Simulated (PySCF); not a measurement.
Isomers C4H6F2O2Si:

A. `OC(=O)[C@@H]([SiH3])/C(F)=C\F`
B. `O=C/C(=C/O[SiH3])C(F)F`
C. `O=C(O)/C=C(\F)C[SiH2]F`

Spectrum 1. 13C{1H} NMR (computed): δ 191.4 (CH), 163.4 (CH), 124.1 (C), 115.9 (CH).

Spectrum 2. 13C{1H} NMR (computed): δ 175.0 (C), 164.0 (C), 152.9 (CH), 34.8 (CH).

Spectrum 3. 13C{1H} NMR (computed): δ 181.3 (C), 166.9 (C), 101.9 (CH), 28.2 (CH2).

Theoretical values (PySCF 2.14): shieldings: GIAO PBE0/pcSseg-1, coordinates at the GFN2-xTB level. Isolated molecule, one averaged value for each set of equivalent atoms, non-relativistic, one conformer.

Chemical shifts δ = σref − σ; 13C vs TMS, all at this level. Splittings of carbon signals by F and P are missing where no couplings were computed. Acid and N–H amide carbonyl carbons lie up to 10 ppm further downfield in solution (hydrogen bonding). Shifts are as computed. Against solution values, carbons near 30 ppm lie about +3 ppm off and those near 130 ppm about +5 ppm. Of 1309 compounds with measured shifts, 239 miss one by over three times the rms of a fit or turn the order of signals round; such compounds aren't used in these exercises.

Which spectrum belongs to which compound?

## Answers

1–B, 2–A, 3–C.

- Spectrum 1 (B): 4 13C signals; δC 191.4 is an aldehyde carbonyl carbon; δC 163.4 is an alkene carbon bearing oxygen.
- Spectrum 2 (A): 4 13C signals; δC 175.0 is a carboxylic acid carbon; δC 164.0 is a fully substituted alkene carbon.
- Spectrum 3 (C): 4 13C signals; δC 181.3 is a β carbon of a C=C–C=O unit; δC 166.9 is a carboxylic acid carbon.
